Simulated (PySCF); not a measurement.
# [Lu(BH4)2]+ at several levels of theory

Computed with PySCF 2.14.0 (density fitting, no spin-orbit coupling) at the geometry relaxed with PBE0:

```xyz
11
[Lu(BH4)2]+ (singlet in the valence; each metal's 4f electrons, 14 of them, lie in its core potential, out of spins and levels)
Lu    0.0000   -0.0001   -0.2167
B     2.0358   -0.0261    0.8701
H     3.0541   -0.0315    1.4983
H     1.2246   -0.9476    1.2053
H     2.1601   -0.1524   -0.3815
H     1.3524    1.0386    1.0154
B    -2.0358    0.0261    0.8700
H    -3.0539    0.0316    1.4985
H    -1.2245    0.9475    1.2051
H    -2.1604    0.1524   -0.3816
H    -1.3525   -1.0386    1.0152
```

```json
{"level": "PBE0", "basis": "Lu lcecp-1-SVP with ECP60, B def2-SVP, H def2-SVP", "state": "singlet", "HOMO (eV)": "-14.20", "gap (eV)": "6.28", "charge on Lu1 (e)": "0.97", "population of f-type functions on Lu1 (polarisation alone where 4f lies in the core)": "0.04", "dipole about the centre of mass (D)": "3.61", "largest force component (eV/Å)": "0.01"}
{"level": "PBE0", "basis": "Lu lcecp-1-TZVP with ECP60, B def2-TZVP, H def2-TZVP", "state": "singlet", "HOMO (eV)": "-14.22", "gap (eV)": "6.33", "charge on Lu1 (e)": "1.19", "population of f-type functions on Lu1 (polarisation alone where 4f lies in the core)": "0.04", "dipole about the centre of mass (D)": "3.56", "largest force component (eV/Å)": "0.28"}
```

In the lcecp rows the 4f levels are missing from HOMO and gap, and the state counts the valence alone.

Charges are Mulliken's, which hang on the basis. The relaxation used the grid (50, 194), these runs (75, 302) or, all-electron (x2c bases, spin-free X2C Hamiltonian), (99, 590).

Problem. A further run in the first row's basis gives HOMO (eV) -16.69, gap (eV) 10.85, charge on Lu1 (e) 1.05, population of f-type functions on Lu1 (polarisation alone where 4f lies in the core) 0.04, dipole about the centre of mass (D) 3.85, largest force component (eV/Å) 0.60. Which level was it?
A. wB97X
B. TPSS

Solution. A. The others give HOMO -13.02 eV (TPSS).

In the first row's basis the gap widens with exact exchange: 4.5 eV for TPSS (none); 6.3 eV for PBE0 (a fixed share); 10.9 eV for wB97X (rising or full at long range).

An lcecp potential fixes the number of 4f electrons, so in runs with it no electron can move into or out of that shell.
